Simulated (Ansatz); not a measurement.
Job for Ansatz (a quantum-chemistry and plane-wave program): U-CCSD(T)/def2-QZVPP on Cl (SMILES [Cl]). The basis file is the Basis Set Exchange's JSON of that set.

Ansatz 0.2 input:
```yaml
crystal:
  periodic: [false, false, false]
  atoms:
    - {symbol: Cl, position_ang: [0.00000000, 0.00000000, 0.00000000]}
basis:
  gaussian:
    orbitals: def2-QZVPP.json
magnetization: {spin_polarized: true, initial_magnetization: 1}
correlation: {method: ccsd_t, electrons: outside_noble_gas}
scf: {omitted_lower_state_checks: [cluster_reference]}
```

Give the final energy of this run.

-459.6953 hartree (reference determinant -459.4895, T1 diagnostic 0.008).
